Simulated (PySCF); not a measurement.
**The third ionisation energy along group 4**

Calculated with PySCF 2.14 from differences of total energies of unrestricted determinants, without spin-orbit coupling. Values in eV. The last column holds reference values (NIST; (s) semi-empirical, (t) theoretical, else measured). Unmarked ones compare directly (S terms, centres of terms, or small fine structure); those marked * lie between the lowest fine-structure levels and include a spin-orbit shift.

```csv
element,configurations,SCS-MP2 (valence and next inner shell),CCSD (valence and next inner shell),r2SCAN,MP2 (valence),SCS-MP2 (valence),FCI (valence),reference
"Ti (x2c-TZVPPall with one added diffuse shell each of s, p, d, f type, spin-free X2C)",[Ar] 3d2 → [Ar] 3d1,27.027,27.082,27.899,26.705,26.627,26.740,27.492 *
"Zr (x2c-TZVPPall with one added diffuse shell each of s, p, d, f type, spin-free X2C)",[Kr] 4d2 → [Kr] 4d1,22.771,22.866,23.423,22.488,22.424,22.519,23.170 (s) *
"Hf (x2c-TZVPPall with one added diffuse shell each of s, p, d, f type, spin-free X2C)",[Xe] 4f14 5d2 → [Xe] 4f14 5d1,21.739,21.842,22.544,21.537,21.482,21.565,22.55 ± 0.04 (t) *
```

"Valence" correlates the outer s and p shells and, in groups 3 to 12 and the f block, the outer d or f shell, open or full, or the next shell where the ion has no valence electron left; the wider scheme adds the next inner shell.
